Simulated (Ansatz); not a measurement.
Basis sets compared for ZrCl₄. Total charge 0; singlet. Geometry r2SCAN-D4/def2-SVP. Ansatz on 2 threads of Arm Neoverse N1 on a shared host; times are rough, and most runs start from earlier orbitals.

```xyz
5

Zr    0.000    0.000    0.000
Cl    1.024    1.725    1.184
Cl   -1.406   -1.191    1.424
Cl    1.629   -1.428   -0.856
Cl   -1.247    0.894   -1.752
```

In the def2 sets Zr takes a core potential, while STO-3G treats all electrons; there is no spin–orbit coupling.

STO-3G and 6-31G are all-electron sets without relativity, so their totals don't compare with the def2 sets.

Binding counts from free atoms (Zr triplet, Cl doublet) in the same basis, without a counterpoise term.

```csv
level,functions,energy (Eh),HOMO (eV),LUMO (eV),binding per atom (eV),wall time
HF/STO-3G,63,-5322.0288,-11.36,3.08,–,1.1 s
HF/def2-TZVP,188,-1884.9206,-12.98,0.88,3.11,6.5 s
PBE-D4/def2-SVP,103,-1886.8719,-8.26,-3.39,–,3.3 s
PBE-D4/def2-TZVP,188,-1887.5133,-8.34,-3.52,–,6 s
r2SCAN-D4/def2-TZVP,188,-1888.1534,-8.74,-3.43,–,15 s
PBE0-D4/def2-SVP,103,-1886.9942,-9.72,-2.71,4.19,5.5 s
PBE0-D4/def2-TZVP (with forces),188,-1887.6296,-9.73,-2.78,4.12,14 s
```

Problem. Estimate the rows for PBE-D4/def2-TZVPD, r2SCAN-D4/def2-TZVPD, PBE0-D4/def2-TZVPD.

Solution. 
| level | functions | energy (Eh) | HOMO (eV) | LUMO (eV) | binding per atom (eV) | wall time |
| --- | --- | --- | --- | --- | --- | --- |
| PBE-D4/def2-TZVPD | 224 | -1887.5150 | -8.36 | -3.56 | – | 9.5 s |
| r2SCAN-D4/def2-TZVPD | 224 | -1888.1551 | -8.72 | -3.44 | – | 20 s |
| PBE0-D4/def2-TZVPD | 224 | -1887.6312 | -9.73 | -2.80 | 4.12 | 15 s |
